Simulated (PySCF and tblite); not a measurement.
Values are calculated unless marked as measured or tabulated.
System: CH₄BCl₂N, numbered as in [CH3:1][NH:2][B:3]([Cl:4])[Cl:5].

Motion: rotation about the B3–N2 bond (torsion Cl4–B3–N2–C1 from -180° to 0°, rising). GFN2-xTB gives an electronic barrier of 21.2 kcal/mol.

Q: What does PBE0/pcSseg-1 + D3(BJ) give on PBE0-D3(BJ)/def2-SVP geometries?

A: A barrier of 24.5 kcal/mol, 3.4 above the tight-binding barrier (from unrounded values) and, with GFN2-xTB thermal terms, ΔG‡(298 K) = 23.6 kcal/mol and k = 0.00013 s⁻¹ (4 equivalent paths).

Q: And the level of the geometries itself, PBE0-D3(BJ)/def2-SVP?

A: 23.8 kcal/mol.

Programs: tblite and PySCF.
